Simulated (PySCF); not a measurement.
A calculated (M06-2X, PySCF 2.14, def2-SVP, no relativity, point nucleus) atom or ion has these occupied shells.

```tsv
shell	electrons	orbital energy (eV)	rms radius, mean of both spins (bohr)
1s α	1	-3195.1	0.0999
1s β	1	-3194.3	0.0999
2s α	1	-343.48	0.450
2s β	1	-343.22	0.450
2p α	3	-276.34	0.418
2p β	3	-275.46	0.418
3s α	1	-57.179	1.44
3s β	1	-52.607	1.44
3p α	3	-40.243	1.62
3p β	1	-37.733	1.62
```

(1) Name the element and its charge.

Answers

(1) Ar²⁺ (argon, charge +2), in [Ne] 3s2 3p4, high-spin 3P determinant.
